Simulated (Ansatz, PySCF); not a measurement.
Al(H)(I)(OMe) (CH4AlIO), SMILES C[O][AlH][I]. Atoms are numbered in the order given.

```xyz
8

Al    -1.0630    -0.9349    -0.6715
H     -2.1545    -1.6411     0.2064
I      0.2732     0.9730     0.1635
O     -0.7866    -1.4910    -2.2388
C      0.0117    -1.2294    -3.3472
H      0.6147    -2.1172    -3.6044
H     -0.6146    -0.9879    -4.2232
H      0.7048    -0.3843    -3.1818
```

The structure is a stationary point at PBE0-D3(BJ)/def2-SVP. The structure was generated by enumeration; whether it is a known compound was not checked. The def2 effective core potentials stand for the cores of I; spin–orbit coupling is left out. Other conformers were not sampled.

Two levels are set side by side: PBE-D3(BJ)/def2-SVP (Ansatz, a quantum-chemistry and plane-wave program) and PBE0-D3(BJ)/def2-SVP (Ansatz). Each level has its own optimised geometry; the coordinates shown are those of the second. Frequencies come from the Hessian of PySCF at each geometry. Differences are taken from unrounded values.

| quantity | PBE0-D3(BJ) | PBE-D3(BJ) | PBE-D3(BJ) minus PBE0-D3(BJ) |
|---|---|---|---|
| mean bond length (Å) | 1.490 | 1.503 | 0.013 |
| bond Al1–I3 (Å) | 2.474 | 2.492 | 0.017 |
| bond Al1–O4 (Å) | 1.686 | 1.705 | 0.019 |
| bond O4–C5 (Å) | 1.391 | 1.405 | 0.014 |
| bond Al1–H2 (Å) | 1.569 | 1.580 | 0.011 |
| bond C5–H6 (Å) | 1.104 | 1.113 | 0.009 |
| bond C5–H7 (Å) | 1.104 | 1.113 | 0.009 |
| bond C5–H8 (Å) | 1.105 | 1.114 | 0.009 |
| highest harmonic wavenumber (cm⁻¹) | 3112 | 3011 | -101 |
| mean harmonic wavenumber (cm⁻¹) | 1224 | 1182 | -43 |
| zero-point energy (kcal/mol) | 31.51 | 30.41 | -1.09 |

Exact exchange shortens and stiffens bonds; PBE has none. Differences between two approximate levels are no errors against the true value.
